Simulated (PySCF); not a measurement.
Splitting trees

Atom-mapped SMILES (the numbers label the heavy atoms): `[CH3:1][C@@H:2]1[CH2:3]/[C:4]1=[CH:5]\[B:6]([OH:7])[OH:8]`. Hydrogens are named by the atom that carries them. Ha(C3) is cis to C1 on the ring; Hb(C3) is trans to C1 on the ring.

[PySCF 2.14.0 with density-fitted response routines: B3LYP/pcJ-1 coupling constants (spin–dipole term only in couplings to heteroatoms); PBE0-D3(BJ)/def2-SVP geometry; GIAO B3LYP/pcSseg-1 shieldings; equivalent nuclei averaged; one conformer; no relativistic terms; no solvent]

Shifts are taken against calculated references (same method and geometry level): 1H, 13C against TMS.

Spectrometer: 500 MHz for 1H. First-order analysis; couplings under 1 Hz (under 4 Hz in carbon signals) are ignored, and nearly equal couplings are merged; the smaller ones broaden or split the lines further.

Question: What pattern does Ha(C3) show (1H)?

Answer: A doublet of doublets of doublets at δ 0.51: 9.5 Hz to Hb(C3) (1 × 1H, 2 bonds away), 5.6 Hz to H(C2) (1 × 1H, 3 bonds away), 2.9 Hz to H(C5) (1 × 1H, 4 bonds away). Lines in Hz from the centre (relative intensity): +9.0 (1), +6.1 (1), +3.4 (1), +0.5 (1), -0.5 (1), -3.4 (1), -6.1 (1), -9.0 (1). The outer lines are 18.0 Hz apart, the sum of the couplings kept, or 0.036 ppm at this field.

Question: What pattern does H(C5) show (1H)?

Answer: A quartet at δ 6.21: 2.7 Hz to Ha(C3) and Hb(C3) and H(C2) (3 × 1H, 4 bonds away). Lines in Hz from the centre (relative intensity): +4.0 (1), +1.4 (3), -1.4 (3), -4.0 (1). The outer lines are 8.1 Hz apart, the sum of the couplings kept, or 0.016 ppm at this field.

Question: What pattern does H(C1) show (1H)?

Answer: A doublet at δ 1.16: 7.1 Hz to H(C2) (1 × 1H, 3 bonds away). Lines in Hz from the centre (relative intensity): +3.5 (1), -3.5 (1). The outer lines are 7.1 Hz apart, the sum of the couplings kept, or 0.014 ppm at this field.

Question: What pattern does C1 show in the proton-coupled 13C spectrum?

Answer: A quartet of doublets at δ 20.2: 134.2 Hz to H(C1) (3 × 1H, 1 bond away), 5.8 Hz to Ha(C3) (1 × 1H, 3 bonds away). Lines in Hz from the centre (relative intensity): +204.2 (1), +198.4 (1), +70.0 (3), +64.2 (3), -64.2 (3), -70.0 (3), -198.4 (1), -204.2 (1). The outer lines are 408.4 Hz apart, the sum of the couplings kept, or 3.248 ppm at this field.

The OH or NH signal is concentration- and solvent-dependent in practice; the value given is the gas-phase one. Unscaled 3J(H,H) at this level run about 10 % above measured values.
